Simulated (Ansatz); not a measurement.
Start from `CNC(S)S` and change one atom or group to get `S[CH](S)[GeH3]`.

Ansatz, PBE0-D4/def2-TZVP geometries, multiplicity 1. Each molecule was computed in one conformer, which needn't be the lowest.

Scalar relativity is left out up to krypton.

```json
{"property": "HOMO energy (B3LYP/def2-TZVPP) / eV", "`CNC(S)S`": "-6.58"}
{"property": "LUMO energy (PBE0/def2-TZVPP) / eV", "`CNC(S)S`": "-0.08"}
{"property": "HOMO energy (PBE0/def2-TZVPP) / eV", "`CNC(S)S`": "-6.82"}
{"property": "size of the dipole moment (ωB97M-V/def2-TZVPP) / D", "`CNC(S)S`": "2.64"}
{"property": "size of the dipole moment (PBE/def2-TZVPP) / D", "`CNC(S)S`": "2.74"}
{"property": "LUMO energy (B3LYP/def2-TZVPP) / eV", "`CNC(S)S`": "-0.35"}
```

What does the change do to each property? (Estimate.)

Ansatz gave: 
```json
{"property": "HOMO energy (B3LYP/def2-TZVPP) / eV", "`S[CH](S)[GeH3]`": "-6.69", "shift": "-0.11"}
{"property": "LUMO energy (PBE0/def2-TZVPP) / eV", "`S[CH](S)[GeH3]`": "-0.36", "shift": "-0.28"}
{"property": "HOMO energy (PBE0/def2-TZVPP) / eV", "`S[CH](S)[GeH3]`": "-6.91", "shift": "-0.09"}
{"property": "size of the dipole moment (ωB97M-V/def2-TZVPP) / D", "`S[CH](S)[GeH3]`": "1.65", "shift": "-0.99"}
{"property": "size of the dipole moment (PBE/def2-TZVPP) / D", "`S[CH](S)[GeH3]`": "1.61", "shift": "-1.13"}
{"property": "LUMO energy (B3LYP/def2-TZVPP) / eV", "`S[CH](S)[GeH3]`": "-0.60", "shift": "-0.25"}
```

With PBE0 the HOMO falls by 0.09 eV and the LUMO falls by 0.28 eV, so the gap narrows by about 0.19 eV. PBE moves the HOMO by -0.19 eV and ωB97M-V by -0.06 eV. The zero-point energy changes by -85.1 kJ/mol with -6 modes. Dipoles are sizes alone; their direction can turn.

B3LYP here is the variant with VWN-RPA as its local correlation; programs differ in this.
